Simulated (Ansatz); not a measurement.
```yaml
crystal:
  periodic: [false, false, false]
  atoms:
    - {symbol: Cl, position_ang: [1.157211, -0.435628, 0.577697]}
    - {symbol: K, position_ang: [-1.127711, 0.375428, -0.573697]}
basis:
  gaussian: {orbitals: def2-TZVPP}
hamiltonian: {xc: {name: TPSS}, dispersion: rvv10, pseudopotentials: {relativity: none}}
output: {forces: true}
```

```sh
$ ansatz run in.yaml --threads 2 --pin off --events-out ev --progress --plain --max-ram 32768MiB --backend cpu
```

It prints (some lines left out):

```
Error: YAML parse error: error: line 8 column 19: hamiltonian.xc: no functional is named "TPSS"; the names, which are not case-sensitive, are SVWN5, SPW92, PBE, PBE0, PBEsol, revPBE, revPBE0, RPBE, rPW86-PBE, HSE06, wPBEh, LC-wPBE, HISS, HF, BLYP, B3LYP, B3LYP5, BHLYP, CAM-B3LYP, r2SCAN, r2SCANh, r2SCAN0, r2SCAN50, m-r2SCAN, B97, wB97, wB97X, wB97X-V, B97M-V, wB97M-V, B2PLYP, B2GP-PLYP, PBE0-DH, PBE-QIDH
 --> <input>:8:19
6 | basis:
7 |   gaussian: {orbitals: def2-TZVPP}
8 | hamiltonian: {xc: {name: TPSS}, dispersion: rvv10, pseudopotentials: {relativity: n…
9 | output: {forces: true}
```

Question: What is wrong with this run?

Answer: The method's name isn't one that the program takes here. The input was rejected before any iteration.

HSE06 is defined as in plane-wave codes.
